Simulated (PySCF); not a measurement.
## `[C@H]12[C@]3(F)C=C[C@H]1C[C@@H]32`, C7H7F

Molfile (atoms numbered from 1):
```
C7H7F
     RDKit          3D

 15 17  0  0  0  0  0  0  0  0999 V2000
   -0.2730   -2.4887    0.7465 F   0  0  0  0  0  0  0  0  0  0  0  0
   -0.0199   -1.2256    0.3080 C   0  0  1  0  0  0  0  0  0  0  0  0
    1.2403   -0.9625   -0.4114 C   0  0  0  0  0  0  0  0  0  0  0  0
    1.4879    0.3429   -0.3591 C   0  0  0  0  0  0  0  0  0  0  0  0
    0.3308    1.0385    0.2971 C   0  0  1  0  0  0  0  0  0  0  0  0
   -0.8546    0.9054   -0.7064 C   0  0  0  0  0  0  0  0  0  0  0  0
   -1.2479   -0.3716    0.0013 C   0  0  2  0  0  0  0  0  0  0  0  0
   -0.3576   -0.0383    1.1658 C   0  0  1  0  0  0  0  0  0  0  0  0
    1.8195   -1.7447   -0.8631 H   0  0  0  0  0  0  0  0  0  0  0  0
    2.3021    0.8695   -0.8206 H   0  0  0  0  0  0  0  0  0  0  0  0
    0.5269    2.0222    0.7118 H   0  0  0  0  0  0  0  0  0  0  0  0
   -0.5953    0.8439   -1.7641 H   0  0  0  0  0  0  0  0  0  0  0  0
   -1.5972    1.6835   -0.5507 H   0  0  0  0  0  0  0  0  0  0  0  0
   -2.2233   -0.8292   -0.0015 H   0  0  0  0  0  0  0  0  0  0  0  0
   -0.5432   -0.0373    2.2246 H   0  0  0  0  0  0  0  0  0  0  0  0
  2  1  1  1
  2  3  1  0
  3  4  2  0
  4  5  1  0
  5  6  1  0
  6  7  1  0
  7  8  1  0
  7  2  1  0
  8  2  1  0
  8  5  1  0
  3  9  1  0
  4 10  1  0
  5 11  1  1
  6 12  1  0
  6 13  1  0
  7 14  1  1
  8 15  1  1
M  END
```

The calculation used PySCF, GIAO B97-2/pcSseg-1 magnetisability, rotational g tensor and spin-rotation constants, non-relativistic, gas phase. Geometry: GFN2-xTB.

Task: Give the nuclear spin-rotation constants along the inertial axes (H = +C I·J) beside the isotropic shieldings.

Result: Rotational constants 3.8791, 2.4296, 1.8710 GHz. A star marks the isotopologue with that one atom substituted, in its own axes.
| atom | isotope | Caa (kHz) | Cbb (kHz) | Ccc (kHz) | mean (kHz) | σ (ppm) |
| --- | --- | --- | --- | --- | --- | --- |
| F1 | 19F | 1.750 | 0.505 | 1.024 | 1.093 | 402.0 |
| H9 | 1H | -0.198 | 0.056 | -0.150 | -0.097 | 25.3 |
| H10 | 1H | -0.103 | 0.058 | -0.212 | -0.086 | 25.8 |
| H11 | 1H | -0.044 | -0.283 | -0.088 | -0.138 | 29.2 |
| H12 | 1H | -0.447 | -0.211 | -0.003 | -0.221 | 31.0 |
| H13 | 1H | -0.194 | -0.018 | -0.217 | -0.143 | 29.1 |
| H14 | 1H | -0.333 | -0.013 | -0.184 | -0.177 | 29.8 |
| H15 | 1H | -0.444 | -0.233 | 0.072 | -0.202 | 28.7 |
| C2 | 13C* | 0.710 | 0.740 | 0.534 | 0.661 | 91.6 |
| C3 | 13C* | 1.186 | 1.093 | 0.354 | 0.878 | 55.0 |
| C4 | 13C* | 1.151 | 1.122 | 0.386 | 0.886 | 50.0 |
| C5 | 13C* | 0.702 | 0.453 | 0.324 | 0.493 | 143.2 |
| C6 | 13C* | 0.816 | 0.364 | 0.269 | 0.483 | 151.0 |
| C7 | 13C* | 0.516 | 0.372 | 0.324 | 0.404 | 161.2 |
| C8 | 13C* | 0.435 | 0.420 | 0.540 | 0.465 | 136.4 |

For the geometry as given, no vibrational averaging.

Task: How do the rotational constants and the g tensor change when H9, H10, H11, H12, H13, H14, H15 are replaced by deuterium?

Result: Constants 3.1989, 2.1642, 1.6611 GHz; g -0.0129, -0.0244, -0.0049, against -0.0155, -0.0272, -0.0054 before.
